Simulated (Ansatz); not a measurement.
An input meant for SiCl3(NHEt) (C2H6Cl3NSi) (charge 0, singlet; scaled by 0.92).

```yaml
crystal:
  periodic: [false, false, false]
  atoms:
    - {symbol: C, position_ang: [-0.678409, -0.350916, -0.583548]}
    - {symbol: C, position_ang: [0.230321, -1.343558, -0.976296]}
    - {symbol: Cl, position_ang: [0.209566, 1.613056, 2.904947]}
    - {symbol: Cl, position_ang: [2.191020, 1.295842, 0.586741]}
    - {symbol: Cl, position_ang: [-0.336446, 2.883216, 0.120591]}
    - {symbol: N, position_ang: [-0.475102, 0.104735, 0.664661]}
    - {symbol: Si, position_ang: [0.345379, 1.376792, 1.037802]}
    - {symbol: H, position_ang: [-0.619831, -0.523583, 1.343132]}
    - {symbol: H, position_ang: [-1.631726, -0.695903, -0.655995]}
    - {symbol: H, position_ang: [-0.625758, 0.442939, -1.214295]}
    - {symbol: H, position_ang: [1.180356, -0.993421, -0.946200]}
    - {symbol: H, position_ang: [0.034733, -1.660003, -1.919170]}
    - {symbol: H, position_ang: [0.175895, -2.149178, -0.362353]}
basis:
  gaussian: {orbitals: def2-SVP, fitting: {mean_field: def2-universal-jkfit}}
magnetization: {spin_polarized: true, initial_magnetization: 4}
hamiltonian: {xc: {name: revPBE0}}
scf: {omitted_lower_state_checks: [starts]}
output: {forces: true}
```

```sh
$ ansatz run in.yaml --threads 4 --pin off --events-out ev --progress --plain --max-ram 4787MiB
```

It prints (some lines left out):

```
Functional definition: revPBE0
847 factors; integrals over basis functions are off by at most 1.8e-1 eV
mean field evaluation 1: about -49040.5246 eV, gradient 6.2e1 eV
mean field evaluation 2: about -48830.0029 eV, gradient 1.9e2 eV
mean field evaluation 4: about -49064.0698 eV, gradient 1.8e1 eV
mean field evaluation 8: about -49066.6647 eV, gradient 1.4e0 eV
mean field evaluation 16: about -49066.7165 eV, gradient 4.7e-2 eV
mean field evaluation 32: about -49066.7176 eV, gradient 1.1e-3 eV
mean field -49066.71759643 eV, -1803.1686130532 hartree, gradient 4.3e-7 eV, S^2 6.007058; 0 other end points of the search recorded, 0 dependent functions left out
reference -49066.71763449 eV, -1803.1686144518 hartree; 47, 43 occupied and 97, 101 virtual orbitals, 847 factors
Total energy: -49066.71763449 eV, -1803.1686144518 hartree
Atom 0 at    -0.678409    -0.350916    -0.583548 Å, force    -1.054670     1.736875    -0.463492 eV/Å
Atom 1 at     0.230321    -1.343558    -0.976296 Å, force     0.994962    -1.432136    -0.009207 eV/Å
Atom 2 at     0.209566     1.613056     2.904947 Å, force    -0.746871     2.464769     6.092729 eV/Å
Atom 3 at     2.191020     1.295842     0.586741 Å, force     6.447106     0.465587    -0.894483 eV/Å
Atom 4 at    -0.336446     2.883216     0.120591 Å, force    -3.125635     6.596039    -2.259525 eV/Å
Atom 5 at    -0.475102     0.104735     0.664661 Å, force    -3.535897    -1.855399    -4.492660 eV/Å
Atom 6 at     0.345379     1.376792     1.037802 Å, force     3.991756    -0.556620     0.355907 eV/Å
Atom 7 at    -0.619831    -0.523583     1.343132 Å, force    -1.738580    -5.387363     5.173493 eV/Å
Atom 8 at    -1.631726    -0.695903    -0.655995 Å, force    -4.025433    -2.014012     0.127807 eV/Å
Atom 9 at    -0.625758     0.442939    -1.214295 Å, force     0.247232     2.801404    -2.398878 eV/Å
Atom 10 at     1.180356    -0.993421    -0.946200 Å, force     3.541542     1.279835     0.028323 eV/Å
Atom 11 at     0.034733    -1.660003    -1.919170 Å, force    -0.875460    -1.062436    -3.585589 eV/Å
Atom 12 at     0.175895    -2.149178    -0.362353 Å, force    -0.120051    -3.036544     2.325576 eV/Å
Dipole moment:     0.140769     0.479420    -0.368852 e Å
Checks for a lower state left out: starts
```

In this input the spin is set far too high (4 unpaired electrons typed, 0 in the singlet as meant). Self-consistency was reached. The result belongs to that input, not to the species as meant.
